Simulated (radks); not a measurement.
Effect of the nuclear size on the calcium ion Ca8+, [Ne] 3s2. All-electron calculation, Dirac Kohn-Sham, BLYP, spin-unpolarised, spherical densities, finite nucleus; Fermi nuclear charge, rms radius 3.4776 fm. Program: a radial shooting solver on a logarithmic mesh with Libxc functionals. The rms radius is varied about that value; shifts are against it.

rms radius (fm),total energy shift (eV),density at nucleus (e/bohr^3),1s1/2 shift (meV),2s1/2 shift (meV)
2.9733,-0.00818,6225,-3.43,-0.273
3.3385,-0.00238,6206,-0.997,-0.079
3.4776,0,6200,0.000,0.000
3.5924,0.00204,6195,0.853,0.068
3.9332,0.00846,6180,3.54,0.282

Slopes of the eigenvalues against <r^2> in GHz/fm^2, as finite differences over the two radii next to the reference (eigenvalue slopes, not the field-shift constants of lines): 1s1/2 254, 2s1/2 20.2.
